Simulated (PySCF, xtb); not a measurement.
prop-2-enylboronamidic acid (C3H8BNO), SMILES C=CCB(N)O. The values are those of a single conformer.

Harmonic wavenumbers (cm⁻¹) from GFN2-xTB in xtb at its own minimum, in rising order: 29, 70, 186, 317, 364, 415, 451, 477, 524, 568, 623, 777, 828, 853, 884, 955, 969, 1025, 1059, 1188, 1210, 1265, 1298, 1352, 1417, 1469, 1535, 1712, 2976, 2990, 3042, 3092, 3114, 3494, 3545, 3620.

What does PBE0-D3(BJ)/def2-SVP (PySCF) give at its own minimum? (An estimate is asked for; the answer gives what the named calculation found.)

64, 87, 211, 348, 393, 421, 426, 472, 529, 622, 650, 805, 838, 888, 924, 960, 1010, 1034, 1064, 1183, 1219, 1312, 1357, 1407, 1442, 1445, 1597, 1731, 3055, 3116, 3147, 3157, 3254, 3626, 3736, 3919. Paired by order, the mean absolute difference is 52 cm⁻¹ and the zero-point energies are 71.0 and 73.5 kcal/mol.
